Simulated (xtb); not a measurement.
BrCl, septet, at a GFN2-xTB geometry of the parent state (a higher spin typed on purpose: for a closed-shell molecule this is an excited state); GFN1-xTB run with xtb.

Input for xtb:
```
$ xtb mol.xyz --gfn 1 --chrg 0 --uhf 6 --json

# file mol.xyz
2

Cl    -0.00000000    -0.00000000    -1.77742018
Br     0.00000000     0.00000000     0.86331837
```

What does xtb print? Leave out banner, timings and long lists.


```
   ID    Z sym.   atoms
    1   17 Cl     1
    2   35 Br     2

           -------------------------------------------------
          |                Calculation Setup                |
           -------------------------------------------------

           -------------------------------------------------
          |                 G F N 1 - x T B                 |
           -------------------------------------------------

          ...................................................
          :                      SETUP                      :
          :.................................................:
          :  # basis functions                  20          :
          :  # atomic orbitals                  18          :
          :  # shells                            6          :
          :  # electrons                        14          :
          :  # halogen bonds                     0          :
          :  max. iterations                   250          :
          :  Hamiltonian                  GFN1-xTB          :
          :  restarted?                      false          :
          :  GBSA solvation                  false          :
          :  PC potential                    false          :
          :  electronic temp.          300.0000000     K    :
          :  accuracy                    1.0000000          :
          :  -> integral cutoff          0.2500000E+02      :
          :  -> integral neglect         0.1000000E-07      :
          :  -> SCF convergence          0.1000000E-05 Eh   :
          :  -> wf. convergence          0.2000000E-04 e    :
          :  Broyden damping             0.4000000          :
          :  net charge                          0          :
          :  unpaired electrons                  6          :
          ...................................................

 iter      E             dE          RMSdq      gap      omega  full diag
   1     -6.4695295 -0.646953E+01  0.186E+01    0.16       0.0  T
   2     -3.4347560  0.303477E+01  0.367E+01    0.44       1.0  T
   3     -7.2532563 -0.381850E+01  0.119E+01    0.10       1.0  T
   4     -7.3014577 -0.482014E-01  0.660E+00    0.00       1.0  T
   5     -7.1646971  0.136761E+00  0.527E+00    0.14       1.0  T
   6     -6.0878805  0.107682E+01  0.200E+01    0.02       1.0  T
   7     -7.2776974 -0.118982E+01  0.247E+00    0.07       1.0  T
   8     -7.3007038 -0.230064E-01  0.647E-01    0.01       1.0  T
   9     -7.3014348 -0.731059E-03  0.265E-01    0.00       1.0  T
  10     -7.3014352 -0.365910E-06  0.171E-01    0.00       1.0  T
  11     -7.3014699 -0.347417E-04  0.219E-02    0.01       3.2  T
  12     -7.3014711 -0.111700E-05  0.276E-02    0.00       2.6  T
  13     -7.3014711 -0.416392E-07  0.142E-02    0.01       5.0  T
  14     -7.3014719 -0.788925E-06  0.965E-04    0.01      73.3  T
  15     -7.3014719 -0.215426E-08  0.955E-05    0.01     740.6  T
  16     -7.3014719  0.188063E-10  0.166E-04    0.01     424.7  T

   *** convergence criteria satisfied after 16 iterations ***

         :::::::::::::::::::::::::::::::::::::::::::::::::::::
         ::                     SUMMARY                     ::
         :::::::::::::::::::::::::::::::::::::::::::::::::::::
         :: total energy              -7.301778309533 Eh    ::
         :: gradient norm              0.002699131623 Eh/a0 ::
         :: HOMO-LUMO gap              0.005305521308 eV    ::
         ::.................................................::
         :: SCC energy                -7.301471883173 Eh    ::
         :: -> electrostatic           0.005766327559 Eh    ::
         :: repulsion energy           0.000082161931 Eh    ::
         :: dispersion energy         -0.000388588291 Eh    ::
         :: halogen bond corr.         0.000000000000 Eh    ::
         :: add. restraining           0.000000000000 Eh    ::
         :: total charge               0.000000000377 e     ::
         :::::::::::::::::::::::::::::::::::::::::::::::::::::

           -------------------------------------------------
          |                Property Printout                |
           -------------------------------------------------

    * Orbital Energies and Occupations

         #    Occupation            Energy/Eh            Energy/eV
      -------------------------------------------------------------
         1        2.0000           -0.8817567             -23.9938
         2        2.0000           -0.6592250             -17.9384
         3        2.0000           -0.4832107             -13.1488
         4        1.5000           -0.4628896             -12.5959
         5        1.5000           -0.4628896             -12.5959
         6        1.0000           -0.4009129             -10.9094
         7        1.0000           -0.4009129             -10.9094
         8        1.0000           -0.3618492              -9.8464
         9        0.5256           -0.0535140              -1.4562
        10        0.5256           -0.0535140              -1.4562 (HOMO)
        11        0.4744           -0.0533190              -1.4509 (LUMO)
        12        0.4744           -0.0533190              -1.4509
        13                         -0.0318387              -0.8664
        14                         -0.0217773              -0.5926
        15                         -0.0217773              -0.5926
        16                         -0.0081742              -0.2224
        17                         -0.0081742              -0.2224
        18                          0.0377942               1.0284
      -------------------------------------------------------------
                  HL-Gap            0.0001950 Eh            0.0053 eV
             Fermi-level           -0.2581530 Eh           -7.0247 eV

  Mulliken/CM5 charges         n(s)   n(p)   n(d)
     1Cl    0.07976  0.07567   1.998  4.684  0.238
     2Br   -0.07976 -0.07567   1.998  3.269  1.813

Wiberg/Mayer (AO) data.
largest (>0.10) Wiberg bond orders for each atom

 ---------------------------------------------------------------------------
     #   Z sym  total        # sym  WBO       # sym  WBO       # sym  WBO
 ---------------------------------------------------------------------------
     1  17 Cl   0.670 --     2 Br   0.670
     2  35 Br   0.670 --     1 Cl   0.670
 ---------------------------------------------------------------------------

Topologies differ in total number of bonds
Writing topology from bond orders to xtbtopo.mol

 dipole moment from electron density (au)
     X       Y       Z
  -0.0000   0.0000  -0.3860  total (Debye):    0.981

           -------------------------------------------------
          | TOTAL ENERGY               -7.301778309533 Eh   |
          | GRADIENT NORM               0.002699131623 Eh/α |
          | HOMO-LUMO GAP               0.005305521308 eV   |
           -------------------------------------------------

normal termination of xtb
```
